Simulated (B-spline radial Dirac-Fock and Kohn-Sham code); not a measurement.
# Compton profile of Nd²⁴⁺

System: the Nd²⁴⁺ ion, [Ar] 3d10 4s2 4p6.

Model: the impulse approximation on Dirac-Fock orbitals of the configuration average with a finite nucleus. Program: a B-spline atomic structure program. pz is in atomic units of momentum; subshell profiles are per electron, for a selection of subshells; open shells are spread over both j values by their weights.

```tsv
pz	J total	J 2p1/2	J 3s1/2	J 3p3/2	J 4p3/2
0	2.440	0.0232	0.104	0.0643	0.129
0.3	2.431	0.0232	0.104	0.0643	0.129
0.4	2.425	0.0232	0.103	0.0643	0.129
0.5	2.416	0.0232	0.103	0.0643	0.129
0.6	2.406	0.0232	0.102	0.0643	0.129
0.8	2.379	0.0232	0.101	0.0642	0.128
1	2.345	0.0232	0.0990	0.0642	0.127
1.2	2.304	0.0232	0.0968	0.0642	0.126
1.4	2.255	0.0232	0.0942	0.0641	0.123
1.6	2.200	0.0232	0.0913	0.0640	0.120
1.8	2.139	0.0232	0.0881	0.0638	0.116
2	2.072	0.0232	0.0847	0.0635	0.111
2.5	1.891	0.0232	0.0755	0.0626	0.0944
3	1.704	0.0232	0.0656	0.0611	0.0745
4	1.379	0.0231	0.0463	0.0560	0.0379
5	1.158	0.0230	0.0302	0.0485	0.0173
7	0.8872	0.0225	0.0124	0.0302	0.0104
10	0.5626	0.0209	0.00780	0.0101	0.00641
15	0.2604	0.0163	0.00566	0.00255	0.000853
20	0.1399	0.0111	0.00196	0.00237	0.000602
30	0.05084	0.00409	0.000261	0.00106	0.000306
40	0.02268	0.00141	0.000234	0.000332	9.66e-05
60	0.006528	0.000205	0.000110	3.70e-05	1.06e-05
100	0.001031	1.20e-05	1.66e-05	1.39e-06	< 1e-6
```

J(0) = 2.440. The 4p3/2 subshell gives the largest part, 21 %.

Mean momentum ⟨p⟩ by subshell (a.u.): 1s1/2 57.5, 2s1/2 20.5, 2p1/2 27.3, 2p3/2 25.3, 3s1/2 10.3, 3p1/2 12.3, 3p3/2 11.8, 3d3/2 14.0, 3d5/2 13.8, 4s1/2 5.86, 4p1/2 6.55, 4p3/2 6.36.

Values without a named source are computed, but for edge energies of neutral atoms, which are taken from tables.
